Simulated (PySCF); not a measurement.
A structure optimised at PBE-D3(BJ)/def2-SVP, used in a PySCF frequency run:

```
Sn
N 1 2.0480
H 2 1.0319 1 108.91
H 2 1.0320 3 106.49 1 116.99
Cl 1 2.3470 2 108.06 3 -66.45
Cl 1 2.3476 2 107.68 3 174.79
Cl 1 2.3653 2 115.88 3 54.08
```
Charge 0, spin multiplicity 1.

Task: Write its SMILES and formula.

Result: [NH2][Sn]([Cl])([Cl])[Cl], Cl3H2NSn

Task: What are its rotational constants (standard atomic weights)?

Result: 1.3117, 1.2847, 0.97383 GHz
